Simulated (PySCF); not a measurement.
## Bonding in `CC[SiH2][C@@H](F)[SiH3]`

C3H11FSi2.
SMILES with atom numbers: `[CH3:1][CH2:2][SiH2:3][C@@H:4]([F:5])[SiH3:6]` (hydrogens: H7, H8, H9 on C1; H10, H11 on C2; H12, H13 on Si3; H14 on C4; H15, H16, H17 on Si6)

Geometry (GFN2-xTB, Å), atoms numbered from 1 in this order:
```
atom  x, y, z in Å
C1     2.6994   -0.1372   -0.3256
C2     1.2778    0.3850   -0.1498
Si3    0.1130   -0.9116    0.6022
C4    -1.6386   -0.1555    0.8147
F5    -1.5593    0.8197    1.8232
Si6   -2.4823    0.6525   -0.7028
H7     3.3473    0.6293   -0.7478
H8     2.7109   -0.9976   -0.9907
H9     3.1174   -0.4458    0.6297
H10    0.8965    0.7079   -1.1209
H11    1.3010    1.2733    0.4846
H12   -0.0278   -2.0769   -0.2806
H13    0.5921   -1.3311    1.9237
H14   -2.2988   -0.9247    1.2290
H15   -1.6846    1.8021   -1.1259
H16   -3.8254    1.0903   -0.3230
H17   -2.5455   -0.3677   -1.7500
```

Bond orders from the PBE0/pcSseg-1 density (PySCF). The structure is a single GFN2-xTB conformer in the gas phase; no vibrational or solvent corrections.

(1) Where do the orders between heavy atoms depart from those drawn in the SMILES?

(2) Set the Mayer orders of the bonds between heavy atoms beside their lengths.

## Answers

(1) The largest departure is 0.215, at C4–F5 (drawn single, 0.785). Drawn single, order below 0.88: Si3–C4 (0.861) and C4–F5 (0.785).

(2) 
| bond | drawn as | length (Å) | Mayer order |
| --- | --- | --- | --- |
| C1–C2 | single | 1.525 | 1.057 |
| C2–Si3 | single | 1.898 | 0.926 |
| Si3–C4 | single | 1.920 | 0.861 |
| C4–F5 | single | 1.405 | 0.785 |
| C4–Si6 | single | 1.915 | 0.881 |

Bonds between the same two heavy elements. C–Si: lowest Si3–C4 (0.861, 1.920 Å), highest C2–Si3 (0.926, 1.898 Å).

**Question.** And the bonds to hydrogen?

**Answer.** C–H: 0.93 to 0.97 (6 bonds); H–Si: 0.93 to 0.95 (5 bonds).

**Question.** Sum the orders of all bonds at each heavy atom with more than one neighbour and set the sums beside the valence in the SMILES.

**Answer.** C1 3.959 (drawn 4), C2 3.866 (drawn 4), Si3 3.679 (drawn 4), C4 3.459 (drawn 4), Si6 3.718 (drawn 4). Orders between atoms that aren't bonded are not in these sums.

The Mayer order sums products of elements of PS (density times overlap matrix) between the two atoms' basis functions, so it depends on the basis set.
